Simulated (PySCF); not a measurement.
**Silicon: highly charged ions in a basis for the neutral atom**

Si(11+) [He] 2s1, Si(12+) 1s2. Computed with PySCF 2.14 in jorge-DZP-DKH, with the spin-free X2C one-electron Hamiltonian (Gaussian nucleus). No spin-orbit coupling, so a gap to NIST mixes the basis error with missing relativistic terms.

Changed run: basis of the neutral atom used for a highly charged ion. This setting is unsound on purpose.

```tsv
species	method	sound run (hartree)	changed run (hartree)	converged
Si(11+)	UHF	not run	-206.92904	yes
Si(11+)	PBE	not run	-206.86094	yes
Si(11+)	TPSS	not run	-207.01731	yes
Si(12+)	UHF	not run	-187.81954	yes
Si(12+)	PBE	not run	-187.70455	yes
Si(12+)	TPSS	not run	-187.87498	yes
```

Ionisation energy of Si(11+):

```tsv
method	changed run (eV)	NIST (eV)
UHF	520.00	523.41
PBE	521.27	523.41
TPSS	520.89	523.41
```

The contracted functions were made for the neutral atom and can be too rigid for a highly charged ion.
